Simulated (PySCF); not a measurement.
## Radial density of Ru²⁷⁺ (ruthenium, charge +27)

M06-L, [Ne] 3s2 3p5, 2P determinant. Computed with PySCF 2.14 in an even-tempered Gaussian basis (18 s from 3.4 bohr⁻², ratio 2.5; 12 p from 4.4 bohr⁻², ratio 2.5; 5 d from 21 bohr⁻², ratio 2.7; 4 f from 32 bohr⁻², ratio 2.7), with the spin-free X2C one-electron Hamiltonian (Gaussian nucleus).

```
r (bohr)  4πr²ρ (e/bohr)  4πr²(ρα − ρβ)
  0.0310           53.22         0.3462
  0.0522           48.20         0.9655
  0.0878           65.73         1.1645
   0.148           46.27        -0.0025
   0.248           23.14         2.3504
   0.418           18.92         2.6298
   0.703          0.9415         0.1271
    1.18        0.001439         0.0002
```

Densities and radii are taken from the X2C orbitals without a picture-change correction, which distorts them close to the nucleus.

Spin-orbit coupling, absent here, splits the open shell strongly.

Where is the radial spin density 4πr²(ρα − ρβ) most negative, and why is it negative at all?

Around r = 0.148 bohr, down to -0.0025 e/bohr: exchange with the open shell polarises the paired shells in an unrestricted calculation.
